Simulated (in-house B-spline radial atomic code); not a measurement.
Ionising Rb⁶⁺ with different functionals

Computed with an all-electron radial atomic-structure program (B-spline basis): four-component Dirac-Coulomb Hamiltonian, Fermi nucleus of rms radius 4.2036 fm, spin-restricted, spherical fractional occupations for the functionals, and exact exchange of hybrids averaged over the configuration. The ionisation energy is the difference of two self-consistent energies, [Ar] 3d10 4s2 4p1 → [Ar] 3d10 4s2, without Breit or QED terms; ε is the level of the shell that loses the electron (mean over j). The electron is taken from both j subshells in proportion to 2j + 1, so the result is a j average, not the step between ground levels.

```tsv
method	rung	ΔSCF (eV)	-ε(4p) (eV)
B97-1	global hybrid	97.79	91.76
BHandHLYP	global hybrid	98.13	94.35
HSE06	range-separated hybrid	98.02	91.85
LC-wPBE	range-separated hybrid	98.08	95.31
```

(1) Among the functionals, which spreads more, the ΔSCF values or the orbital energies?

(2) How do they compare with the NIST value?

Results:

(1) The orbital energies: ΔSCF values span about 0.34 eV and the orbital energies 3.55 eV; here energy differences depend much less on the functional than eigenvalues do.

(2) NIST lists 98.67 eV ± 0.04 (semi-empirical, ground level to ground level). Errors run from -0.88 to -0.54 eV. The correlated functionals all miss on the same side by more than they spread, so the cause is common to them (Breit-QED terms, spin polarisation, the choice among j levels, multiplet and fine-structure energies, or a listed next ion that isn't the cheapest removal here) and closeness doesn't rank the functionals.
